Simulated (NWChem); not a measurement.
Species: C3H7F; SMILES FC(C)C

**Question.** Give the equilibrium geometry at PBE0/def2-SVP (NWChem) as a list of bonds and angles, with the point group.

**Answer.** point group Cs; any orientation.
Bonded distances (Å): C1–C2 1.512, C1–H5 1.101, C1–H6 1.100, C1–H7 1.100, C2–C3 1.512, C2–F4 1.386, C2–H8 1.106, C3–H9 1.101, C3–H10 1.100, C3–H11 1.100. Bond angles (°): C2–C1–H5 110.4, C2–C1–H6 110.9, C2–C1–H7 110.4, H5–C1–H6 108.4, H5–C1–H7 108.3, H6–C1–H7 108.4, C1–C2–C3 114.0, C1–C2–F4 108.4, C1–C2–H8 109.6, C3–C2–F4 108.4, C3–C2–H8 109.6, F4–C2–H8 106.6, C2–C3–H9 110.4, C2–C3–H10 110.9, C2–C3–H11 110.4, H9–C3–H10 108.4, H9–C3–H11 108.3, H10–C3–H11 108.4.
